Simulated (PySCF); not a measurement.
Computed spin Hamiltonian

C₆H₉O₂ (doublet state).
SMILES with atom numbers: `[CH3:1][CH2:2][C:3](=[O:4])[CH:5][C:6]([CH3:7])=[O:8]` (hydrogens: H9, H10, H11 on C1; H12, H13 on C2; H14 on C5; H15, H16, H17 on C7)

Structure used (GFN2-xTB), in Å, numbered top down from 1:
```
atom  x, y, z in Å
C1    -2.6663    0.6198   -0.1503
C2    -1.6563   -0.5048   -0.2965
C3    -0.2853   -0.1096    0.2798
O4    -0.1783    0.8415    1.0324
C5     0.7550   -0.9318   -0.2348
C6     2.1670   -0.6570   -0.1415
C7     2.6001    0.6661    0.4157
O8     2.9486   -1.5498   -0.4379
H9    -2.3669    1.4809   -0.7431
H10   -2.7332    0.9312    0.8888
H11   -3.6450    0.2889   -0.4900
H12   -1.9693   -1.3826    0.2759
H13   -1.5528   -0.8020   -1.3403
H14    0.4946   -1.8659   -0.7093
H15    2.3172    1.4560   -0.2776
H16    3.6762    0.6681    0.5637
H17    2.0876    0.8631    1.3552
```

The hyperfine couplings belong to this conformer and change with its torsions.

Method used: PySCF 2.14.0, UKS B3LYP, pcH-1 on C H O, non-relativistic, mean-field spin-orbit, GIAO. The structure is a single GFN2-xTB conformer in the gas phase; no vibrational or solvent corrections. The geometry wasn't refined by DFT: couplings that depend on bond lengths, twists or pyramidal angles can differ widely from those at the functional's own minimum. The frame is twisted about the C3–C5 bond at this geometry (dihedral O4–C3–C5–C6 = -11°); couplings at other torsion angles weren't computed. Stability of the SCF solution: not tested.

```
g1, g2, g3                      : 2.00207, 2.00589, 2.01419
g_iso                           : 2.00739
Form of g                       : rhombic: the two nearest values differ by 32 % of g3 − g1
⟨S²⟩                            : 0.7687 (exact 0.7500)
α and β electrons               : 31, 30
HOMO–LUMO gap, α and β orbitals : 6.04, 2.59 eV
Total energy                    : -384.48544 Eh
Basis functions                 : 290
```

Isotropic coupling and dipolar principal values T1 to T3, in 10⁻⁴ cm⁻¹; ρ(0) is the spin density at the nucleus (1 × 10⁻⁴ cm⁻¹ = 2.998 MHz):

```json
{"atom": "C1", "isotope": "13C", "a_iso": "-0.4", "T1": "-0.1", "T2": "-0.1", "T3": "0.2", "Mulliken spin population": "0.00", "ρ(0) (bohr⁻³)": "-0.0009"}
{"atom": "C2", "isotope": "13C", "a_iso": "1.7", "T1": "-0.7", "T2": "-0.6", "T3": "1.3", "Mulliken spin population": "0.01", "ρ(0) (bohr⁻³)": "0.0045"}
{"atom": "C3", "isotope": "13C", "a_iso": "-11.7", "T1": "-4.4", "T2": "1.3", "T3": "3.0", "Mulliken spin population": "-0.10", "ρ(0) (bohr⁻³)": "-0.0312"}
{"atom": "O4", "isotope": "17O", "a_iso": "-4.8", "T1": "-22.7", "T2": "11.2", "T3": "11.5", "Mulliken spin population": "0.22", "ρ(0) (bohr⁻³)": "0.0239"}
{"atom": "C5", "isotope": "13C", "a_iso": "19.7", "T1": "-19.8", "T2": "-19.6", "T3": "39.4", "Mulliken spin population": "0.77", "ρ(0) (bohr⁻³)": "0.0526"}
{"atom": "C6", "isotope": "13C", "a_iso": "-11.2", "T1": "-5.5", "T2": "1.9", "T3": "3.6", "Mulliken spin population": "-0.13", "ρ(0) (bohr⁻³)": "-0.0299"}
{"atom": "C7", "isotope": "13C", "a_iso": "0.0", "T1": "-0.3", "T2": "-0.1", "T3": "0.4", "Mulliken spin population": "0.01", "ρ(0) (bohr⁻³)": "0.0000"}
{"atom": "O8", "isotope": "17O", "a_iso": "-5.6", "T1": "-27.4", "T2": "13.1", "T3": "14.3", "Mulliken spin population": "0.26", "ρ(0) (bohr⁻³)": "0.0278"}
{"atom": "H9", "isotope": "1H", "a_iso": "1.5", "T1": "-0.4", "T2": "-0.3", "T3": "0.7", "Mulliken spin population": "0.00", "ρ(0) (bohr⁻³)": "0.0010"}
{"atom": "H10", "isotope": "1H", "a_iso": "0.4", "T1": "-0.5", "T2": "-0.3", "T3": "0.8", "Mulliken spin population": "0.00", "ρ(0) (bohr⁻³)": "0.0002"}
{"atom": "H11", "isotope": "1H", "a_iso": "0.6", "T1": "-0.3", "T2": "-0.2", "T3": "0.5", "Mulliken spin population": "0.00", "ρ(0) (bohr⁻³)": "0.0004"}
{"atom": "H12", "isotope": "1H", "a_iso": "3.3", "T1": "-0.9", "T2": "-0.3", "T3": "1.2", "Mulliken spin population": "0.00", "ρ(0) (bohr⁻³)": "0.0022"}
{"atom": "H13", "isotope": "1H", "a_iso": "1.6", "T1": "-1.3", "T2": "-0.6", "T3": "1.9", "Mulliken spin population": "0.00", "ρ(0) (bohr⁻³)": "0.0011"}
{"atom": "H14", "isotope": "1H", "a_iso": "-15.9", "T1": "-8.7", "T2": "-0.9", "T3": "9.7", "Mulliken spin population": "-0.03", "ρ(0) (bohr⁻³)": "-0.0107"}
{"atom": "H15", "isotope": "1H", "a_iso": "-1.2", "T1": "-0.8", "T2": "-0.4", "T3": "1.3", "Mulliken spin population": "0.00", "ρ(0) (bohr⁻³)": "-0.0008"}
{"atom": "H16", "isotope": "1H", "a_iso": "-0.5", "T1": "-0.6", "T2": "-0.2", "T3": "0.9", "Mulliken spin population": "0.00", "ρ(0) (bohr⁻³)": "-0.0003"}
{"atom": "H17", "isotope": "1H", "a_iso": "-2.4", "T1": "-1.1", "T2": "-0.3", "T3": "1.4", "Mulliken spin population": "0.00", "ρ(0) (bohr⁻³)": "-0.0016"}
```

The largest Mulliken spin populations are on C5 (+0.77), O8 (+0.26), O4 (+0.22) and C6 (-0.13). Three atoms exceed +0.15. The angles at C5 add up to 360.0°, so it is planar; its axial dipolar tensor and the negative coupling of its proton fit spin in a p orbital normal to that plane.

Under fast tumbling the dipolar parts average out, and these isotropic splittings remain: 1 × 1H (H14, I = 1/2, 2 lines) with 1.70 mT, 2 × 1H (H12/H13, I = 1/2, 3 lines) with 0.26 mT, 3 × 1H (H15/H16/H17, I = 1/2, 4 lines) with 0.15 mT and 3 × 1H (H9/H10/H11, I = 1/2, 4 lines) with 0.09 mT.

Nuclei that the bonding pattern makes equivalent are averaged, as if the motion that swaps them (rotation, inversion, ring flip) were fast. The three 1H nuclei of mean -4.1 MHz run from -7.2 to -1.5 MHz in the frozen geometry.

The 13C coupling of C5 (59.1 MHz) shows only in satellite lines or after enrichment, since that isotope makes up about 1.07 % of natural carbon.

The 17O coupling of O8 (-16.8 MHz) shows only in satellite lines or after enrichment, since that isotope makes up about 0.038 % of natural oxygen.
